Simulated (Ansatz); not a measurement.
Reaction (ligand exchange at a B–O bond): `COB(F)S` + HCl → `FB(S)Cl` + CH₃OH

Program: Ansatz. Geometries: PBE0-D4/def2-TZVP. ΔE: electronic, gas phase. CCSD(T)/CBS adds triple-zeta CCSD(T) − MP2 to the extrapolated MP2 energy (def2 sets, frozen cores). This one scheme is used for every species. DFT in def2-TZVPP. B3LYP here is the variant with VWN-RPA as its local correlation; programs differ in this. One conformer a species, not always the lowest.

```tsv
level	ΔE (kJ/mol)
B3LYP-D4	52.8
B3LYP	51.5
```

What does CCSD(T)/CBS give? (An estimate is asked.)

The calculation gave: +51.9 kJ/mol. The listed levels differ from it by 0.9, -0.4 kJ/mol.

Largest T1 diagnostic among the species: 0.012.

From PBE to PBE0 (25 % exact exchange), in def2-TZVPP and without D4, ΔE moves by +3.8 kJ/mol. In def2-TZVPP, CCSD(T) changes the Hartree–Fock value by −6.8 kJ/mol (the triples alone add −1.8 kJ/mol) and MP2 by −11.2 kJ/mol.
